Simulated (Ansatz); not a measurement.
**Which isomer of CH5O2Si− gives these data?**

These gas-phase data were calculated for one isomer of CH5O2Si− at r2SCAN-D4/def2-SVPD (harmonic, unscaled wavenumbers; equilibrium rotational constants with average atomic masses):

```
rotational constants            : 12.53, 4.079, 3.369 GHz
all wavenumbers above 1500 cm⁻¹ : 3018, 2982, 2910, 2053, 1972
```

Candidates:

(1) `C[Si@H]([O-])O`, a singlet
(2) `CO[SiH2][O-]`, a singlet

**Question.** Which structure fits?

**Answer.** Candidate (2). No mode falls between 3300 and 4000 cm⁻¹, where the O–H stretch of (1) would stand.

The same quantities for all candidates:

```tsv
	rotational constants (GHz)	wavenumbers above 1500 cm⁻¹	E above the lowest, r2SCAN-D4/def2-SVPD (kcal/mol)
(1)	6.779, 5.911, 3.624	3850, 3096, 3088, 2991, 1988	0.0
(2)	12.53, 4.079, 3.369	3018, 2982, 2910, 2053, 1972	22.2
```

Each candidate is one conformer. Programs: Ansatz 0.2.0.
